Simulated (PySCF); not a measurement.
Stepwise substitution at one centre (In F-Cl). Isolated molecules, 0 K electronic values unless said otherwise. Strings in code marks are SMILES.

The LUMO from two functionals at the same geometries (PBE0-D4/def2-TZVP), both in PySCF: PBE-D3(BJ)/def2-TZVP and PBE0-D4/def2-TZVP. 

```tsv
species	PBE-D3(BJ)/def2-TZVP (eV)	PBE0-D4/def2-TZVP (eV)
0 of 3 F replaced by Cl	-4.36	-3.42
1 of 3 F replaced by Cl (`[Cl][In]([F])[F]`)	-4.09	-3.18
2 of 3 F replaced by Cl (`[F][In]([Cl])[Cl]`)	-3.90	-3.01
3 of 3 F replaced by Cl (`[Cl][In]([Cl])[Cl]`)	-3.76	-2.89
```

Over these rows, drawn at random from the members with no instability flagged (it was tested for open shells, ions and some series alone), PBE minus PBE0-D4: mean -0.90 eV, from -0.94 eV to -0.87 eV.
